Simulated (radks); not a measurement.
Spherical quantum dot in the effective-mass picture: electrons in a well V = -V0 / (1 + exp((r - R)/a)) with V0 = 17.9, R = 3.49, a = 0.25, all in effective atomic units (hartree* = m*/eps^2 hartree, bohr* = eps/m* bohr), one dielectric constant everywhere. Method: non-relativistic Kohn-Sham, LDA (Slater exchange, Perdew-Wang correlation), spin-polarised, spherical densities; computed with a radial shooting solver with Libxc functionals. Levels are named by radial order and angular momentum (1s, 1p, 1d, 2s, ...), and open shells are averaged over m. Each electron was tried in the lowest free levels, single moves between levels near the top were tried too, and the lowest total energy was kept; such a search can miss a lower state. The series stops at N = 38: beyond it a trial failed or the search could not be trusted, so later rows were left out. At N = 1 the Hartree and exchange-correlation terms need not cancel, so that row can carry a self-interaction error.

N	open shells	2S	addition energy mu(N+1) - mu(N) (hartree*)	e(HOMO) (hartree*)	rms radius (bohr*)
1	1s(up 1, down 0)	1	0.5044	-17.161	1.687
2	none	0	0.8597	-16.653	1.759
3	1p(up 1, down 0)	1	0.3905	-15.802	1.881
4	1p(up 2, down 0)	2	0.3982	-15.406	1.951
5	1p(up 3, down 0)	3	0.5018	-15.007	2.000
6	1p(up 3, down 1)	2	0.3788	-14.517	2.041
7	1p(up 3, down 2)	1	0.3847	-14.134	2.074
8	none	0	0.8999	-13.748	2.102
9	1d(up 1, down 0)	1	0.3683	-12.857	2.139
10	1d(up 2, down 0)	2	0.3693	-12.488	2.170
11	1d(up 3, down 0)	3	0.3695	-12.119	2.197
12	1d(up 4, down 0)	4	0.3693	-11.749	2.220
13	1d(up 5, down 0)	5	0.4638	-11.380	2.242
14	1d(up 5, down 1)	4	0.3590	-10.922	2.261
15	1d(up 5, down 2)	3	0.3601	-10.562	2.279
16	1d(up 5, down 3)	2	0.3605	-10.202	2.296
17	1d(up 5, down 4)	1	0.3604	-9.8413	2.311
18	none	0	0.9500	-9.4809	2.326
19	1f(up 1, down 0)	1	0.3502	-8.5359	2.343
20	1f(up 2, down 0)	2	0.3502	-8.1857	2.358
21	1f(up 3, down 0)	3	0.3500	-7.8356	2.373
22	1f(up 4, down 0)	4	0.3497	-7.4857	2.387
23	1f(up 5, down 0)	5	0.3493	-7.1362	2.400
24	1f(up 6, down 0)	6	0.3489	-6.7871	2.412
25	1f(up 7, down 0)	7	0.4364	-6.4385	2.424
26	1f(up 7, down 1)	6	0.3432	-6.0048	2.435
27	1f(up 7, down 2)	5	0.3432	-5.6616	2.446
28	1f(up 7, down 3)	4	0.3431	-5.3184	2.456
29	1f(up 7, down 4)	3	0.3430	-4.9753	2.466
30	1f(up 7, down 5)	2	0.3427	-4.6325	2.475
31	1f(up 7, down 6)	1	0.3424	-4.2900	2.484
32	none	0	0.6685	-3.9478	2.493
33	2s(up 1, down 0)	1	0.4964	-3.2379	2.489
34	none	0	0.5434	-2.7443	2.486
35	1g(up 1, down 0)	1	0.3343	-2.2433	2.496
36	1g(up 2, down 0)	2	0.3341	-1.9091	2.506
37	1g(up 3, down 0)	3	0.3338	-1.5752	2.515
38	1g(up 4, down 0)	4	-	-1.2415	2.523

All shells are closed at N = 2, 8, 18, 32, 34 (there: 1s2 1p6 1d10 2s2 1f14); the second difference of the energy has clear peaks (12 % above both neighbours; the first and last values, which can be the largest, are not judged, and half-filled shells can peak too) at N = 2, 5, 8, 13, 18, 25, 32.
